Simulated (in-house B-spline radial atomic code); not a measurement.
Atomic self-consistent-field run: the potassium ion K⁺. Level of theory: Dirac-Hartree-Fock, average of configuration, Fermi nucleus of rms radius 3.4349 fm, inside a hard spherical wall at 1.36 bohr; calculated with a radial B-spline atomic code at the basis-set limit.

Command:
```bash
python run_scf.py task.json out
```
Settings (nuclear radius in fm, mass in u):
```
Z                19
configuration    [He] 2s2 2p5 3s2 3p6 3d1
hamiltonian      dirac
method           hf
spin_polarised   False
nucleus          fermi
rms_radius       3.4349
atomic_mass      38.96371
speed_of_light   137.035999084
wall_radius      1.36
```

Output (hartree, bohr):
```
 radial grid: 58 intervals, B-splines of order 8, outer radius 1.36 bohr

 iter        energy (Eh)    residual
    1       -563.9676858    2.68e-01
    2       -564.1194622    7.30e-03
    3       -564.1198169    3.38e-03
    4       -564.1199050    1.58e-03
    5       -564.1199351    2.59e-04
    6       -564.1199353    2.24e-05
    7       -564.1199353    1.40e-06
    8       -564.1199353    5.53e-08

 total energy                     -564.119935
 kinetic                            676.66475
 electron-nucleus                 -1505.24590
 electron-electron                  264.46122

 first-order corrections (not in the total)
   Gaunt                            0.18430
   retardation                     -0.01572
   frequency dependence            -0.00022
   self-energy                      0.11509
   Uehling                         -0.00822
   Wichmann-Kroll                   0.00003

 orbital      occ     eigenvalue          <r>       <r^2>       <1/r>       <r^4>       r_max    small
 1s1/2      2.000     -130.71212    0.0810217  0.00883158     18.7131 0.000201755     0.05306  4.60e-03
 2s1/2      2.000      -11.66793     0.388811    0.179323     3.79352   0.0569178      0.3181  7.51e-04
 2p1/2      1.667       -8.75182     0.363586    0.165557     3.61378   0.0581455      0.2655  6.93e-04
 2p3/2      3.333       -8.64823     0.366158    0.167719      3.5797   0.0594537      0.2675  6.87e-04
 3s1/2      2.000        2.26975     0.801858    0.715237     1.83888    0.652459      0.8728  4.29e-04
 3p1/2      2.000        3.30637     0.775013    0.684729     1.85825    0.620692      0.8688  4.33e-04
 3p3/2      4.000        3.34312     0.775206    0.685402      1.8554    0.622349      0.8704  4.35e-04
 3d3/2      0.400        3.98842     0.770407     0.64162     1.43973     0.52667      0.7819  2.74e-04
 3d5/2      0.600        3.99175     0.770714    0.642052     1.43881    0.527214      0.7822  2.74e-04
```

Run time, properties included: 0.35 s on 1 thread of Arm Neoverse V2, on a shared host.

For the Dirac Hamiltonian the kinetic term is c α·p + (β - 1)c².
